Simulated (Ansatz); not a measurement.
Reaction (substitution at a C–Si bond): `C[SiH2]S[SiH2]Cl` + `S[SiH2]BCl` → `CS[SiH2]BCl` + `[SiH3]S[SiH2]Cl`

Gas-phase electronic energies from Ansatz, PBE0-D4/def2-TZVP geometries. CCSD(T)/CBS is the MP2 limit (def2-TZVPP, def2-QZVPP) plus CCSD(T) − MP2 in def2-TZVPP, frozen cores. Functionals use def2-TZVPP. One conformer a species, not always the lowest.

```json
{"species": "`C[SiH2]S[SiH2]Cl`", "PBE energy (Eh)": "-1479.14382"}
{"species": "`S[SiH2]BCl`", "PBE energy (Eh)": "-1174.66794"}
{"species": "`CS[SiH2]BCl`", "PBE energy (Eh)": "-1213.93384"}
{"species": "`[SiH3]S[SiH2]Cl`", "PBE energy (Eh)": "-1439.85581"}
```

Q: Work out ΔE.

A: ΔE = (-1213.93384) + (-1439.85581) − (-1479.14382) − (-1174.66794) = 0.02211 Eh = +13.9 kcal/mol. CCSD(T)/CBS gives +13.7 kcal/mol.

Largest T1 diagnostic among the species: 0.013.

The D4 term adds −0.7 kcal/mol with B3LYP and −0.4 kcal/mol with PBE0; it sums over pairs of atoms, weighted by their polarisabilities, and B3LYP, whose exchange is more repulsive, gets the larger term.

B3LYP here is the variant with VWN-RPA as its local correlation; programs differ in this.
